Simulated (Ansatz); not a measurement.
One change: `[SiH3][SiH2][GeH2][SiH2][SiH3]` becomes `[SiH3][SiH2][GeH2][SiH2][GeH3]`.

Ansatz, PBE0-D4/def2-TZVP geometries, multiplicity 1. Each molecule was computed in one conformer, which needn't be the lowest.

Scalar relativity is left out up to krypton.

| property | `[SiH3][SiH2][GeH2][SiH2][SiH3]` |
| --- | --- |
| size of the dipole moment (PBE/def2-TZVPP) / D | 0.06 |
| LUMO energy (B3LYP/def2-TZVPP) / eV | -0.53 |
| HOMO–LUMO gap (ωB97M-V/def2-TZVPP) / eV | 11.03 |
| HOMO–LUMO gap (B3LYP/def2-TZVPP) / eV | 7.04 |
| HOMO–LUMO gap (PBE/def2-TZVPP) / eV | 5.62 |
| HOMO energy (PBE/def2-TZVPP) / eV | -6.78 |

(1) Give the same properties after the change, and the shifts. (An estimate is asked.)

Results:

(1) Computed: 
```
                                      property  `[SiH3][SiH2][GeH2][SiH2][GeH3]`  shift
size of the dipole moment (PBE/def2-TZVPP) / D                              0.11   0.05
           LUMO energy (B3LYP/def2-TZVPP) / eV                             -0.52   0.01
       HOMO–LUMO gap (ωB97M-V/def2-TZVPP) / eV                             11.04   0.01
         HOMO–LUMO gap (B3LYP/def2-TZVPP) / eV                              7.05   0.01
           HOMO–LUMO gap (PBE/def2-TZVPP) / eV                              5.64   0.02
             HOMO energy (PBE/def2-TZVPP) / eV                             -6.78   0.00
```

Dipoles are sizes alone; their direction can turn.

B3LYP here is the variant with VWN-RPA as its local correlation; programs differ in this.
